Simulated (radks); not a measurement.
Problem. Species: W2+. Configuration: [Xe] 4f14 5d4. All-electron calculation, Dirac Kohn-Sham, PBEsol, spin-unpolarised, spherical densities, finite nucleus; open shells fill j = l - 1/2 first; Fermi nuclear charge, rms radius 5.3658 fm. Program: a radial shooting solver on a logarithmic mesh with Libxc functionals. Some entries of the table are withheld. Estimate them.

orbital  occ.  eigenvalue (hartree)  r(max) (bohr)
1s1/2       2             -2549.000        0.01146
2s1/2       2             -440.1595        0.06590
2p1/2       2             -421.0743            (1)
2p3/2       4             -371.3927            (2)
3s1/2       2             -101.7962         0.1856
3p1/2       2             -93.26867         0.1737
3p3/2       4             -82.52735         0.1878
3d3/2       4             -68.11820         0.1470
3d5/2       6             -65.78137         0.1509
4s1/2       2             -21.43871         0.4212
4p1/2       2             -17.89910         0.4208
4p3/2       4             -15.40639         0.4505
4d3/2       4              -9.58155            (3)
4d5/2       6              -9.12218            (4)
5s1/2       2              -3.47094         0.9638
5p1/2       2              -2.42307          1.034
5p3/2       4              -2.06213          1.119
4f5/2       6                   (5)         0.4259
4f7/2       8                   (6)         0.4309
5d3/2       4              -0.73874            (7)
5d5/2       0              -0.70828            (8)

Solution. 
(1) 2p1/2 r(max) (bohr): 0.04897
(2) 2p3/2 r(max) (bohr): 0.05581
(3) 4d3/2 r(max) (bohr): 0.4471
(4) 4d5/2 r(max) (bohr): 0.4565
(5) 4f5/2 eigenvalue (hartree): -1.83400
(6) 4f7/2 eigenvalue (hartree): -1.75174
(7) 5d3/2 r(max) (bohr): 1.455
(8) 5d5/2 r(max) (bohr): 1.500
